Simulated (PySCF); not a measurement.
## Selenium: a sound run and one with changed settings

Sound run: Se [Ar] 3d10 4s2 4p4, Se⁺ [Ar] 3d10 4s2 4p3. Computed with PySCF 2.14 in 6-31G*, with the non-relativistic Hamiltonian (point nucleus). The sound run starts from symmetry-adapted Hartree-Fock orbitals and uses a fine grid where one is needed.

Changed run: initial guess sap, at most 3 SCF cycles. This setting is unsound on purpose.

```
species  method  sound run (hartree)  changed run (hartree)  converged
     Se     UHF          -2399.52343            -2399.52326         no
     Se   B3LYP          -2401.22681            -2401.22679         no
     Se    PBE0          -2400.90771            -2400.90769         no
    Se⁺     UHF          -2399.21035            -2399.21031         no
    Se⁺   B3LYP          -2400.86682            -2400.86674         no
    Se⁺    PBE0          -2400.55419            -2400.55413         no
```

The SCF was stopped early; the energies are upper bounds that still move, and correlated levels were skipped or rest on poor orbitals.
